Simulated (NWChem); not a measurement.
System: C$_{2}$H$_{6}$F$_{2}$Si; SMILES [Si](F)(F)(C)C

NWChem input:

```
start job
memory heap 200 mb stack 900 mb global 1100 mb
geometry units angstroms noautosym nocenter noautoz
  C     -1.569166     0.000000     0.962682
  Si     0.000000     0.000000    -0.017377
  C      1.569166     0.000000     0.962682
  F      0.000000     1.291904    -0.999726
  F      0.000000    -1.291904    -0.999726
  H     -1.632630    -0.891437     1.605587
  H     -2.442249     0.000000     0.292372
  H     -1.632630     0.891437     1.605587
  H      2.442249     0.000000     0.292372
  H      1.632630    -0.891437     1.605587
  H      1.632630     0.891437     1.605587
end
basis spherical
  * library pcsseg-1
end
dft
  xc pbe0
  iterations 150
end
property
  shielding 5 1 2 4 6 7
end
task dft property
```

Parts of the log:

```
             Northwest Computational Chemistry Package (NWChem) 7.3.0
             --------------------------------------------------------

                             Geometry "geometry" -> ""
                             -------------------------

 Output coordinates in angstroms (scale by  1.889725989 to convert to a.u.)

  No.       Tag          Charge          X              Y              Z
 ---- ---------------- ---------- -------------- -------------- --------------
    1 C                    6.0000    -1.56916600     0.00000000     0.96268200
    2 Si                  14.0000     0.00000000     0.00000000    -0.01737700
    3 C                    6.0000     1.56916600     0.00000000     0.96268200
    4 F                    9.0000     0.00000000     1.29190400    -0.99972600
    5 F                    9.0000     0.00000000    -1.29190400    -0.99972600
    6 H                    1.0000    -1.63263000    -0.89143700     1.60558700
    7 H                    1.0000    -2.44224900     0.00000000     0.29237200
    8 H                    1.0000    -1.63263000     0.89143700     1.60558700
    9 H                    1.0000     2.44224900     0.00000000     0.29237200
   10 H                    1.0000     1.63263000    -0.89143700     1.60558700
   11 H                    1.0000     1.63263000     0.89143700     1.60558700

 Effective nuclear repulsion energy (a.u.)     254.4004811974

                              NWChem Property Module
                              ----------------------

  itol2e modified to match energy
  convergence criterion.

                                 NWChem DFT Module
                                 -----------------

 Summary of "ao basis" -> "ao basis" (spherical)
 ------------------------------------------------------------------------------
       Tag                 Description            Shells   Functions and Types
 ---------------- ------------------------------  ------  ---------------------
 C                          pcsseg-1                 7       17   3s3p1d
 Si                         pcsseg-1                10       24   4s5p1d
 F                          pcsseg-1                 7       17   3s3p1d
 H                          pcsseg-1                 3        5   2s1p

  itol2e modified to match energy
  convergence criterion.

            General Information
            -------------------
          SCF calculation type: DFT
          Wavefunction type:  closed shell.
          No. of atoms     :    11
          No. of electrons :    50
           Alpha electrons :    25
            Beta electrons :    25
          Charge           :     0
          Spin multiplicity:     1
          Use of symmetry is: off; symmetry adaption is: off
          Maximum number of iterations: 150
          AO basis - number of functions:   122
                     number of shells:    56
          Convergence on energy requested:  1.00D-07
          Convergence on density requested:  1.00D-05
          Convergence on gradient requested:  5.00D-04

              XC Information
              --------------
                         PBE0 Method XC Functional
                     Hartree-Fock (Exact) Exchange  0.250
          PerdewBurkeErnzerhof Exchange Functional  0.750
            Perdew 1991 LDA Correlation Functional  1.000 local
           PerdewBurkeErnz. Correlation Functional  1.000 non-local

             Grid Information
             ----------------
          Grid used for XC integration:  fine
          Radial quadrature: Mura-Knowles
          Angular quadrature: Lebedev.
          Tag              B.-S. Rad. Rad. Pts. Rad. Cut. Ang. Pts.
          ---              ---------- --------- --------- ---------
          C                   0.70       70          11.0       590
          Si                  1.10      123           9.0       770
          F                   0.50       70          11.0       590
          H                   0.35       60          13.0       590
          Grid pruning is: on
          Number of quadrature shells:   763
          Spatial weights used:  Erf1

      Superposition of Atomic Density Guess
      -------------------------------------

 Sum of atomic energies:        -565.84251950

      Non-variational initial energy
      ------------------------------

 Total energy =    -567.830192
 1-e energy   =   -1287.995747
 2-e energy   =     465.765073
 HOMO         =      -0.381929
 LUMO         =       0.052501

   convergence    iter        energy       DeltaE   RMS-Dens  Diis-err
 ---------------- ----- ----------------- --------- --------- ---------
 d= 0,ls=0.0,diis     1   -568.6265848934 -8.23D+02  9.45D-03  9.54D-01
 d= 0,ls=0.0,diis     2   -568.6124770763  1.41D-02  4.80D-03  1.37D+00
 d= 0,ls=0.0,diis     3   -568.7129983588 -1.01D-01  6.58D-04  3.15D-02
 d= 0,ls=0.0,diis     4   -568.7148656270 -1.87D-03  2.47D-04  2.45D-03
 d= 0,ls=0.0,diis     5   -568.7151200036 -2.54D-04  5.47D-05  1.42D-04
  Resetting Diis
 d= 0,ls=0.0,diis     6   -568.7151367684 -1.68D-05  1.10D-05  3.22D-06
 d= 0,ls=0.0,diis     7   -568.7151370734 -3.05D-07  3.60D-06  1.13D-07
 d= 0,ls=0.0,diis     8   -568.7151370799 -6.50D-09  1.58D-06  5.84D-08

         Total DFT energy =     -568.715137079887
      One electron energy =    -1292.762910807931
           Coulomb energy =      524.284522992382
    Exchange-Corr. energy =      -54.637230461760
 Nuclear repulsion energy =      254.400481197421

 Numeric. integr. density =       50.000001482491

                       DFT Final Molecular Orbital Analysis
                       ------------------------------------

 Vector   23  Occ=2.000000D+00  E=-4.151196D-01
              MO Center=  1.3D-07, -8.3D-09, -3.0D-01, r^2= 3.7D+00
   Bfn.  Coefficient  Atom+Function         Bfn.  Coefficient  Atom+Function
  ----- ------------  ---------------      ----- ------------  ---------------
    67      0.222292   4 F  pz               84     -0.222292   5 F  pz
    70      0.213565   4 F  pz               87     -0.213565   5 F  pz
    66      0.201257   4 F  py               83      0.201257   5 F  py
    69      0.183875   4 F  py               86      0.183875   5 F  py
    93      0.131707   6 H  s               103     -0.131707   8 H  s

 Vector   24  Occ=2.000000D+00  E=-3.962628D-01
              MO Center= -4.5D-09, -3.5D-09,  3.3D-01, r^2= 3.6D+00
   Bfn.  Coefficient  Atom+Function         Bfn.  Coefficient  Atom+Function
  ----- ------------  ---------------      ----- ------------  ---------------
    20      0.243371   2 Si s                67     -0.196671   4 F  pz
    84     -0.196671   5 F  pz               33      0.187269   2 Si pz
    70     -0.180558   4 F  pz               87     -0.180558   5 F  pz
     9     -0.163546   1 C  pz               50     -0.163546   3 C  pz
    19     -0.155316   2 Si s                10      0.120916   1 C  px

 Vector   25  Occ=2.000000D+00  E=-3.355222D-01
              MO Center=  5.6D-09, -7.2D-10,  5.5D-01, r^2= 3.4D+00
   Bfn.  Coefficient  Atom+Function         Bfn.  Coefficient  Atom+Function
  ----- ------------  ---------------      ----- ------------  ---------------
    31      0.281031   2 Si px                7     -0.227464   1 C  px
    48     -0.227464   3 C  px               10     -0.216013   1 C  px
    51     -0.216013   3 C  px                3     -0.153462   1 C  s
    44      0.153462   3 C  s                65     -0.138313   4 F  px
    82     -0.138313   5 F  px               68     -0.134524   4 F  px

 Vector   26  Occ=0.000000D+00  E= 3.995101D-02
              MO Center= -4.7D-09,  4.6D-10,  1.1D+00, r^2= 7.6D+00
   Bfn.  Coefficient  Atom+Function         Bfn.  Coefficient  Atom+Function
  ----- ------------  ---------------      ----- ------------  ---------------
     3      1.208469   1 C  s                44      1.208469   3 C  s
    94     -0.620918   6 H  s               104     -0.620918   8 H  s
   114     -0.620918  10 H  s               119     -0.620918  11 H  s
    99     -0.437285   7 H  s               109     -0.437285   9 H  s
    21     -0.343577   2 Si s                61      0.156607   4 F  s

 Vector   27  Occ=0.000000D+00  E= 6.980526D-02
              MO Center=  2.5D-09,  2.0D-09,  5.1D-01, r^2= 4.4D+00
   Bfn.  Coefficient  Atom+Function         Bfn.  Coefficient  Atom+Function
  ----- ------------  ---------------      ----- ------------  ---------------
    35      0.853273   2 Si py               94      0.554797   6 H  s
   104     -0.554797   8 H  s               114      0.554797  10 H  s
   119     -0.554797  11 H  s                32      0.389573   2 Si py
    61     -0.328616   4 F  s                78      0.328616   5 F  s
    11      0.296350   1 C  py               52      0.296350   3 C  py

 Vector   28  Occ=0.000000D+00  E= 7.842070D-02
              MO Center= -1.3D-08, -1.5D-10,  9.7D-02, r^2= 5.6D+00
   Bfn.  Coefficient  Atom+Function         Bfn.  Coefficient  Atom+Function
  ----- ------------  ---------------      ----- ------------  ---------------
    99      0.910187   7 H  s               109      0.910187   9 H  s
    36      0.796782   2 Si pz               12      0.473637   1 C  pz
    53      0.473637   3 C  pz                3     -0.377975   1 C  s
    44     -0.377975   3 C  s                94     -0.375163   6 H  s
   104     -0.375163   8 H  s               114     -0.375163  10 H  s

     Multipole analysis of the density
     ---------------------------------

     L   x y z        total         alpha         beta         nuclear
     -   - - -        -----         -----         ----         -------
     0   0 0 0     -0.000000    -25.000000    -25.000000     50.000000

     1   1 0 0     -0.000000     -0.000000     -0.000000      0.000000
     1   0 1 0     -0.000000     -0.000000     -0.000000      0.000000
     1   0 0 1      1.024114      0.208822      0.208822      0.606470

     2   2 0 0    -25.382403   -105.786110   -105.786110    186.189817
     2   1 1 0     -0.000000     -0.000000     -0.000000      0.000000
     2   1 0 1     -0.000000     -0.000000     -0.000000      0.000000
     2   0 2 0    -29.372712    -74.003389    -74.003389    118.634066
     2   0 1 1      0.000000      0.000000      0.000000      0.000000
     2   0 0 2    -27.879364    -84.643266    -84.643266    141.407168

          -----------------------------------------
          Chemical Shielding Tensors (GIAO, in ppm)
          -----------------------------------------

                                NWChem CPHF Module
                                ------------------

  scftype          =     RHF
  nclosed          =       25
  nopen            =        0
  variables        =     2425
  # of vectors     =        3
  tolerance        = 0.10D-03
  level shift      = 0.00D+00
  max iterations   =       50
  max subspace     =       30

 SCF residual:    5.0880125915737276E-005

Iterative solution of linear equations
  No. of variables     2425
  No. of equations        3
  Maximum subspace       30
        Iterations       50
       Convergence  1.0D-04

   iter   nsub   residual    time
   ----  ------  --------  ---------
     1      3    3.77D-01      93.5
     2      6    1.56D-02     101.5
     3      9    6.25D-04     109.6
     4     12    3.92D-05     117.7

      Atom:    1  C
        Diamagnetic
    260.8184      0.0000     -3.5307
      0.0000    255.1405     -0.0000
     -3.5307     -0.0000    256.5359

        Paramagnetic
    -66.6315     -0.0000     -0.8095
     -0.0000    -70.6444     -0.0000
     -0.8095     -0.0000    -75.0563

        Total Shielding Tensor
    194.1869     -0.0000     -4.3403
     -0.0000    184.4961     -0.0000
     -4.3403     -0.0000    181.4796

           isotropic =     186.7209
          anisotropy =      13.2105

          Principal Components and Axis System
                 1           2           3
              195.5279    184.4961    180.1387

      1         0.9554     -0.0000      0.2952
      2         0.0000      1.0000      0.0000
      3        -0.2952     -0.0000      0.9554

      Atom:    2  Si
        Diamagnetic
    878.6016     -0.0000     -0.0000
     -0.0000    881.4586      0.0000
     -0.0000      0.0000    879.9538

        Paramagnetic
   -478.0400      0.0000      0.0000
      0.0000   -577.8018      0.0000
      0.0000      0.0000   -585.1258

        Total Shielding Tensor
    400.5617      0.0000      0.0000
      0.0000    303.6568      0.0000
      0.0000      0.0000    294.8281

           isotropic =     333.0155
          anisotropy =     101.3192

          Principal Components and Axis System
                 1           2           3
              400.5617    303.6568    294.8281

      1         1.0000     -0.0000     -0.0000
      2         0.0000      1.0000     -0.0000
      3         0.0000      0.0000      1.0000

      Atom:    3  F
        Diamagnetic
    463.4046      0.0000     -0.0000
      0.0000    481.0830    -13.6303
     -0.0000    -13.6303    474.3679

        Paramagnetic
   -213.1284      0.0000      0.0000
      0.0000   -123.5028      3.0945
      0.0000      3.0945   -122.7043

        Total Shielding Tensor
    250.2763      0.0000      0.0000
      0.0000    357.5802    -10.5358
      0.0000    -10.5358    351.6637

           isotropic =     319.8400
          anisotropy =      68.5877

          Principal Components and Axis System
                 1           2           3
              365.5651    343.6787    250.2763

      1         0.0000      0.0000      1.0000
      2         0.7970      0.6040     -0.0000
      3        -0.6040      0.7970     -0.0000

      Atom:    4  H
        Diamagnetic
     27.1792      2.1370     -3.2523
      2.1370     33.5508     -7.9567
     -3.2523     -7.9567     31.0278

        Paramagnetic
      1.7988     -0.7203      1.4048
     -0.7203     -0.4210      3.1247
      1.4048      3.1247      0.2301

        Total Shielding Tensor
     28.9781      1.4166     -1.8475
      1.4166     33.1297     -4.8320
     -1.8475     -4.8320     31.2578

           isotropic =      31.1219
          anisotropy =       9.8774

          Principal Components and Axis System
                 1           2           3
               37.7068     28.5840     27.0748

      1         0.2522      0.9017      0.3513
      2         0.7384     -0.4140      0.5324
      3        -0.6255     -0.1251      0.7702

      Atom:    5  H
        Diamagnetic
     38.8807     -0.0000      5.8175
     -0.0000     23.5832     -0.0000
      5.8175     -0.0000     28.9448

        Paramagnetic
     -2.5334      0.0000     -1.9738
      0.0000      2.8533     -0.0000
     -1.9738     -0.0000      0.6474

        Total Shielding Tensor
     36.3473      0.0000      3.8437
      0.0000     26.4365     -0.0000
      3.8437     -0.0000     29.5922

           isotropic =      30.7920
          anisotropy =      10.9419

          Principal Components and Axis System
                 1           2           3
               38.0866     27.8529     26.4365

      1         0.9111     -0.4123     -0.0000
      2         0.0000     -0.0000      1.0000
      3         0.4123      0.9111      0.0000
```

Level: PBE0/pcSseg-1, GIAO. Coordinates come from a PBE0/def2-SVP optimisation. The output numbers the shielded atoms by their place in the input's list. The printed shielding anisotropy is the first printed principal value minus the mean of the other two.
